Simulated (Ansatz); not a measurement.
Stretching the Zn1–H2 bond in FHZn (SMILES [F][ZnH]) (multiplicity 1 held, fragments rigid). Energies count from the point at 1.505 Å.
Geometry at that point (charge 0, multiplicity 1):
```xyz
3

Zn     0.0000     0.0000    -0.3581
H      0.0000     0.0000    -1.8636
F      0.0000     0.0000     1.4008
```

R- and RO- levels are restricted; in cc, def2 and unpolarised 6-31G sets they are followed outwards from rest. Active spaces are followed from a long bond inwards. Levels need not reach the same state.

Cores are frozen in the correlated methods.

Run with Ansatz (a program for electronic structure) with Gaussian orbitals. 

Energies in eV.

```tsv
R (Å)	R-HF/def2-TZVPP	CASSCF(2,2)/def2-TZVPP	FIC-NEVPT4(SD) on CASSCF(2,2)/def2-TZVPP	FIC-MRCISD+Q on CASSCF(2,2)/def2-TZVPP
1.204	1.30	1.36	1.02	1.06
1.355	0.30	0.34	0.18	0.20
1.505	0.00	0.00	0.00	0.00
1.656	0.08	0.02	0.15	0.15
1.807	0.35	0.23	0.47	0.46
2.032	0.95	0.70	1.05	1.04
2.258	1.62	1.21	1.65	1.64
2.635	2.71	1.93	2.47	2.47
3.011	3.66	2.42	3.01	3.01
3.463	4.59	2.73	3.33	3.33
4.065	5.51	2.87	3.46	3.47
4.817	6.30	2.90	3.50	3.51
```

Doubts at one or more of the structures used: a restricted determinant that unrestricted orbitals would lower (R-HF/def2-TZVPP).
